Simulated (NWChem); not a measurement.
Species: CHBr2Cl; SMILES ClC(Br)Br

```xyz
5

Cl     2.0847    -0.0925     0.0000
C      0.4170     0.5023     0.0000
Br    -0.5444    -0.0337     1.6151
Br    -0.5444    -0.0337    -1.6151
H      0.4372     1.6040     0.0000
```
Atoms are numbered in this order, from 1.

Program: NWChem. Coordinates come from a PBE-D3(BJ)/def2-SVP optimisation. Vzz is the largest principal value of the second derivative of the potential at the nucleus (NWChem prints the opposite sign); η is the asymmetry. Non-relativistic.

```tsv
level	Vzz Cl1 (a.u.)	η Cl1	Vzz Br4 (a.u.)	η Br4
CAM-B3LYP/def2-SVP	4.017	0.03	8.120	0.01
CAM-B3LYP/cc-pVTZ	?	0.01	8.090	0.00
Hartree-Fock/def2-SVP	4.040	0.02	8.038	0.00
Hartree-Fock/cc-pVTZ	4.179	0.00	8.000	0.01
```

Problem. Some entries are withheld; supply them.

Solution. 
- CAM-B3LYP/cc-pVTZ, Vzz Cl1 (a.u.): 4.092
